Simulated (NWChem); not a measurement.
# WF$_{5}$, doublet; SMILES [F][W]([F])([F])([F])[F]

Not confirmed as a minimum by frequencies. The spin multiplicity was typed, not searched, and may not be the lowest. def2 effective core potentials on W; no spin-orbit coupling.

Q: Give the equilibrium geometry at PBE0/def2-SVP with def2 effective core potentials on W, spin-unrestricted (NWChem) as a Z-matrix, with the point group.

A: point group C2v; any orientation.
```
W
F 1 1.8218
F 1 1.8369 2 125.69
F 1 1.8369 2 125.68 3 -179.99
F 1 1.8866 2 89.64 4 -90.13
F 1 1.8866 2 89.64 5 180.00
```
